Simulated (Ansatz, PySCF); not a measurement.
System: BeF (charge 0, doublet). 
Coordinates optimised at B3LYP-D3(BJ)/def2-TZVP (Ansatz, an electronic-structure program):
```
Be
F 1 1.3730
```
Charge 0, spin multiplicity 2.

Dipole moments at this geometry, in debye (magnitudes).

| level | program | dipole (D) |
|---|---|---|
| PBE0/def2-TZVPD | Ansatz | 1.25 |
| PW6B95/def2-TZVPD | PySCF | 1.31 |
| LC-wPBE/def2-TZVPD | Ansatz | 1.21 |
| wB97M-V/def2-TZVPD | Ansatz | 1.36 |
| wB97X-V/def2-TZVPD | Ansatz | 1.21 |
| CCSD(T)/def2-SVPD | Ansatz | 1.22 |
